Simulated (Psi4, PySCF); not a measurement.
Input for Psi4:
```
memory 2 GB

molecule mol {
1 1
  O     0.070940    0.002888    0.031336
  H    -0.025127    0.805022   -0.529842
  H     0.027376   -0.824717   -0.498515
  H    -0.569771   -0.003407    0.777672
}

set basis def2-svp
set reference rks
set scf_type pk
set puream true
set d_convergence 1e-8
set dft_radial_points 99
set dft_spherical_points 590

energy('wb97x')
print_variables()
```

Q: Convert this to an input for PySCF.

A: Several could match; the one computed here: 
```python
from pyscf import gto, scf, dft

mol = gto.M(
    atom='''
O     0.07094020    0.00288768    0.03133554
H    -0.02512652    0.80502202   -0.52984156
H     0.02737561   -0.82471664   -0.49851471
H    -0.56977067   -0.00340678    0.77767195
''',
    basis='def2-svp',
    charge=1,
    verbose=4,
)

mf = dft.RKS(mol)
mf.xc = 'wb97x'
mf.grids.atom_grid = (99, 590)
mf.grids.prune = None
mf.kernel()
```

Both were run: Psi4 gave -76.623431 Eh and PySCF -76.623431 Eh, 0.000 mEh apart.
